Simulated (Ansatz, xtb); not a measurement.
## C2H3Te−: 3 structures ranked

3 gas-phase structures of C2H3Te−, found in a search over its isomers (lower ones may exist). Each was relaxed with GFN2-xTB; where two conformers were screened, the lower at r2SCAN-D4/def2-SVPD is listed:

A. `C=[C-][TeH]`, a singlet
B. `[CH-]1C[Te]1`, a singlet
C. `C=C[Te-]`, a singlet

Make a reasoned guess at their ranking by r2SCAN-D4/def2-SVPD single-point energy.

Calculated order at r2SCAN-D4/def2-SVPD: C (0.0), B (46.2), A (51.5) kcal/mol.

Energies above the lowest of each column, in kcal/mol; the last columns are at PBE0-D3(BJ)/def2-SVPD geometries:

```csv
structure,GFN2-xTB,HF/STO-3G,r2SCAN-D4/def2-SVPD,PBE0-D3(BJ)/def2-SVPD,CCSD(T)/def2-SVPD + ΔMP2/def2-TZVPPD
C,0.0,0.0,0.0,0.0,0.0
B,22.1,49.5,46.2,45.8,43.0
A,28.0,79.1,51.5,54.2,50.6
```

Every level run on C puts it lowest or level with the lowest. Flexible structures stand in one conformer each, not always the lowest. The ΔMP2 step shifts differences by up to 4.5 kcal/mol, which makes them less sure. Atoms past krypton carry core potentials in the def2 sets, without spin–orbit terms. ΔMP2 is the change of the MP2 energy from the smaller to the larger basis.

Programs: Ansatz 0.2.0, xtb 6.7.1.
